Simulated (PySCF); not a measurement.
1-fluoro-1-methylcyclobutane (C5H9F), SMILES CC1(F)CCC1. The structure is a stationary point at PBE0-D3(BJ)/def2-SVP.

Computed equilibrium geometry at PBE0-D3(BJ)/def2-SVP (PySCF confirms it by a frequency run) as a Z-matrix, and its point group:
point group Cs.
```
C
F 1 1.3787
C 1 1.5094 2 108.12
H 3 1.0998 1 111.01 2 180.00
H 3 1.1003 4 108.49 1 121.09
H 3 1.1003 4 108.49 5 117.81
C 1 1.5367 2 114.39 3 129.72
H 7 1.0998 1 109.22 2 22.40
H 7 1.1005 8 109.23 1 130.26
C 1 1.5367 2 114.39 3 -129.72
H 10 1.0998 1 109.22 2 -22.40
H 10 1.1005 11 109.23 1 -130.26
C 10 1.5413 11 111.70 12 -133.78
H 13 1.0989 10 117.29 11 28.53
H 13 1.1003 14 108.23 10 -128.20
```
